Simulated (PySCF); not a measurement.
Vertical excitations of a molecule C₃H₆OS from TDA-B3LYP/def2-SVPD run with PySCF, as energy in eV (oscillator strength): 4.26 (0.000), 5.76 (0.009), 5.90 (0.006), 6.04 (0.022), 6.65 (0.034), 6.71 (0.025), 6.79 (0.039), 7.10 (0.005), 7.19 (0.015), 7.51 (0.038). Lowest triplet (TDA): 3.81 eV. Coordinates come from a PBE0-D3(BJ)/def2-SVP optimisation. One conformer was computed; it need not be the lowest.

Question: Which molecule gave these data?
(A) CCSC=O
(B) CSC(C)=O
(C) C[C@@H]1OCS1
(D) CC(=O)CS

Answer: C, C[C@@H]1OCS1
